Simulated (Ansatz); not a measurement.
`[SH][In]([Br])[Br]` + `[NH2][Ga]([F])[SH]` → `[F][In]([Br])[Br]` + `[NH2][Ga]([SH])[SH]`  (redistribution)

Computed with Ansatz on PBE0-D4/def2-TZVP structures; ΔE is electronic, products minus reactants. CCSD(T)/CBS adds triple-zeta CCSD(T) − MP2 to the extrapolated MP2 energy (def2 sets, frozen cores). Functionals use def2-TZVPP. B3LYP here is the variant with VWN-RPA as its local correlation; programs differ in this. def2 core potentials past Kr. For Br, Ga, In outer-core shells are correlated without core-valence functions, which leaves a few kJ/mol of doubt a bond. Scalar relativity is left out up to krypton. One conformer a species, not always the lowest.

`[SH][In]([Br])[Br]`:

Z-matrix (Å, degrees):
```
In
S 1 2.359
Br 1 2.450 2 120.7
Br 1 2.444 2 121.0 3 180.0
H 2 1.345 1 92.1 3 -0.0
```

`[NH2][Ga]([F])[SH]`:

```xyz
7

N     0.937    0.253    1.179
Ga   -0.152   -0.228   -0.169
F    -0.613   -1.920   -0.227
S    -0.888    1.042   -1.783
H     1.137    1.212    1.404
H     1.114   -0.370    1.949
H    -1.535    0.011   -2.353
```

`[F][In]([Br])[Br]`:

Z-matrix (Å, degrees):
```
In
F 1 1.930
Br 1 2.426 2 117.1
Br 1 2.426 2 117.1 3 -180.0
```

`[NH2][Ga]([SH])[SH]`:

```xyz
8

N    -1.476    0.607   -0.876
Ga   -0.008    0.000   -0.015
S    -0.133   -1.939    1.019
S     1.829    1.206   -0.108
H    -2.380    0.176   -0.783
H    -1.534    1.531   -1.268
H     1.149   -1.918    1.418
H     2.553    0.337    0.614
```

| level | ΔE (kcal/mol) |
| --- | --- |
| PBE | 9.4 |
| B3LYP | 10.4 |
| HF/def2-QZVPP | 11.4 |
| SCS-MP2/def2-QZVPP | 10.7 |

**Question.** What does CCSD(T)/CBS give? (Best estimate.)

**Answer.** The calculation gave: +9.5 kcal/mol. The listed levels differ from it by -0.1, 0.9, 1.9, 1.2 kcal/mol.

Largest T1 diagnostic among the species: 0.013.

From PBE to PBE0 (25 % exact exchange), in def2-TZVPP and without D4, ΔE moves by +0.9 kcal/mol.
